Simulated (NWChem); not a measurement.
System: AsF3, triplet; SMILES of the neutral closed-shell parent F[As](F)F

```xyz
4

F      1.7635     0.0000    -0.4291
As     0.0000     0.0000    -0.1109
F     -1.7635     0.0000    -0.4291
F      0.0000     0.0000     1.6132
```
Atoms are numbered in this order, from 1.

Level: PBE0/def2-SVP, spin-unrestricted (NWChem), optimised geometry, unscaled harmonic frequencies. In the optimisation the excess spin sits in a1 and b2 (C2v, its own frame). The spin multiplicity was typed, not searched, and may not be the lowest.

```csv
frequency (cm⁻¹),IR intensity (km/mol)
138,7.6
242,5.3
256,23.9
560,2.2
580,78.6
730,73.1
```

```json
{
  "zero_point_energy": "3.6 kcal/mol",
  "thermal correction to the enthalpy at 298.15 K (with zero-point energy)": "7.3 kcal/mol",
  "heat capacity Cv": "14.4 cal/(mol K)",
  "entropy at 298.15 K and 1 atm (symmetry number 2, electronic part: spin degeneracy alone)": "74.4 cal/(mol K)",
  "dipole_moment": "1.02 D"
}
```

Rigid rotor and harmonic oscillator.
